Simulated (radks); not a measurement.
Effect of the nuclear size on the europium ion Eu+, [Xe] 4f7 6s1. All-electron calculation, Dirac Kohn-Sham, relativistic LDA (MacDonald-Vosko exchange, VWN5 correlation), spin-unpolarised, spherical densities, finite nucleus; open shells are shared between the two j in proportion to 2j + 1; Fermi nuclear charge, rms radius 5.1115 fm. Program: a radial shooting solver on a logarithmic mesh with Libxc functionals. The rms radius is varied about that value; shifts are against it.

rms radius (fm),total energy shift (eV),density at nucleus (e/bohr^3),1s1/2 shift (meV),2s1/2 shift (meV),4p1/2 shift (meV),5s1/2 shift (meV),5p1/2 shift (meV),6s1/2 shift (meV),6p1/2 (empty) shift (meV)
4.217,-5.97,5.994e+05,-2450,-313,0.428,-2.44,0.199,-0.225,0.068
4.6617,-3.11,5.848e+05,-1280,-163,0.223,-1.27,0.104,-0.117,0.036
5.1115,0,5.717e+05,0.000,0.000,0.000,0.000,0.000,0.000,0.000
5.3211,1.52,5.66e+05,625,79.9,-0.109,0.621,-0.051,0.057,-0.017
6.282,9.08,5.433e+05,3730,476,-0.649,3.71,-0.303,0.342,-0.104

Slopes of the eigenvalues against <r^2> in GHz/fm^2, as finite differences over the two radii next to the reference (eigenvalue slopes, not the field-shift constants of lines): 1s1/2 69800, 2s1/2 8920, 4p1/2 -12.2, 5s1/2 69.4, 5p1/2 -5.68, 6s1/2 6.41, 6p1/2 (empty) -1.95.
